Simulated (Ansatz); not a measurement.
Start from `OC(O)[O][GeH3]` and change one atom or group to get `OC(O)O`.

Ansatz, PBE0-D4/def2-TZVP geometries, multiplicity 1. Each molecule was computed in one conformer, which needn't be the lowest.

Scalar relativity is left out up to krypton.

| property | `OC(O)[O][GeH3]` |
| --- | --- |
| size of the dipole moment (ωB97M-V/def2-TZVPP) / D | 1.39 |
| HOMO energy (PBE/def2-TZVPP) / eV | -6.71 |
| LUMO energy (PBE/def2-TZVPP) / eV | -0.47 |
| HOMO energy (ωB97M-V/def2-TZVPP) / eV | -10.63 |
| HOMO energy (PBE0/def2-TZVPP) / eV | -8.26 |
| LUMO energy (ωB97M-V/def2-TZVPP) / eV | 2.13 |

Task: Give the same properties after the change, and the shifts. (Estimate.)

Result: Ansatz gave: 
| property | `OC(O)O` | shift |
| --- | --- | --- |
| size of the dipole moment (ωB97M-V/def2-TZVPP) / D | 1.54 | 0.15 |
| HOMO energy (PBE/def2-TZVPP) / eV | -6.92 | -0.21 |
| LUMO energy (PBE/def2-TZVPP) / eV | 0.17 | 0.64 |
| HOMO energy (ωB97M-V/def2-TZVPP) / eV | -11.11 | -0.48 |
| HOMO energy (PBE0/def2-TZVPP) / eV | -8.64 | -0.38 |
| LUMO energy (ωB97M-V/def2-TZVPP) / eV | 2.46 | 0.33 |

With PBE0 the HOMO falls by 0.38 eV and the LUMO rises by 0.64 eV, so the gap widens by about 1.02 eV. PBE moves the HOMO by -0.21 eV and ωB97M-V by -0.48 eV. Dipoles are sizes alone; their direction can turn.
